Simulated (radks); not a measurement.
Rh4+, configuration [Kr] 4d5. Method: Dirac Kohn-Sham, LDA (Slater exchange, Perdew-Wang correlation), spin-unpolarised, spherical densities, finite nucleus; open shells fill j = l - 1/2 first; Fermi nuclear charge, rms radius 4.4945 fm; computed with a radial shooting solver on a logarithmic mesh with Libxc functionals. Some entries of the table are withheld. Estimate them.

orbital,occ.,eigenvalue (hartree),<r> (bohr)
1s1/2,2,-847.0651,0.03266
2s1/2,2,-124.5273,(1)
2p1/2,2,-115.5204,0.1204
2p3/2,4,-110.2146,0.1252
3s1/2,2,(2),0.3911
3p1/2,2,-20.33904,(3)
3p3/2,4,-19.42510,(4)
3d3/2,4,-13.15424,0.3683
3d5/2,6,-12.97369,0.3718
4s1/2,2,-4.95595,(5)
4p1/2,2,-3.86048,1.033
4p3/2,4,-3.70722,1.061
4d3/2,4,-2.02145,1.303
4d5/2,1,-2.00153,1.314

Answer. 
(1) 2s1/2 <r> (bohr): 0.1417
(2) 3s1/2 eigenvalue (hartree): -23.86750
(3) 3p1/2 <r> (bohr): 0.3834
(4) 3p3/2 <r> (bohr): 0.3942
(5) 4s1/2 <r> (bohr): 0.9659
